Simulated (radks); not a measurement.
Question: The mean radii <r> (bohr) of the occupied orbitals of an atom or ion are listed with their occupations. Method: Dirac Kohn-Sham, PBE, spin-unpolarised, spherical densities, finite nucleus; Fermi nuclear charge, rms radius of each element as measured or else 0.836 A^(1/3) + 0.57 fm; computed with a radial shooting solver on a logarithmic mesh with Libxc functionals.

| orbital | occ. | <r> |
|---|---|---|
| 1s1/2 | 2 | 0.01606 |
| 2s1/2 | 2 | 0.06692 |
| 2p1/2 | 2 | 0.05487 |
| 2p3/2 | 4 | 0.06379 |
| 3s1/2 | 2 | 0.1737 |
| 3p1/2 | 2 | 0.1641 |
| 3p3/2 | 4 | 0.1803 |
| 3d3/2 | 4 | 0.1566 |
| 3d5/2 | 6 | 0.1614 |
| 4s1/2 | 2 | 0.3754 |
| 4p1/2 | 2 | 0.3748 |
| 4p3/2 | 4 | 0.4051 |
| 4d3/2 | 4 | 0.4026 |
| 4d5/2 | 6 | 0.4115 |
| 4f5/2 | 6 | 0.3976 |
| 4f7/2 | 3 | 0.4016 |
| 6p1/2 | 1 | 1.214 |

Name the element and its charge. Open shells, if any, fill j = l - 1/2 first.

Answer: Z = 82, lead, charge +26: Pb26+ in [Kr] 4d10 4f9 6p1. The 1s radius gives Z: for a bare nucleus <r> = (2 gamma + 1)/(2Z) with gamma = sqrt(1 - (Z/c)^2), 0.01587 bohr for Z = 82, and screening makes it slightly larger (0.01606 here). The occupations add up to 56, and the charge is Z minus that.
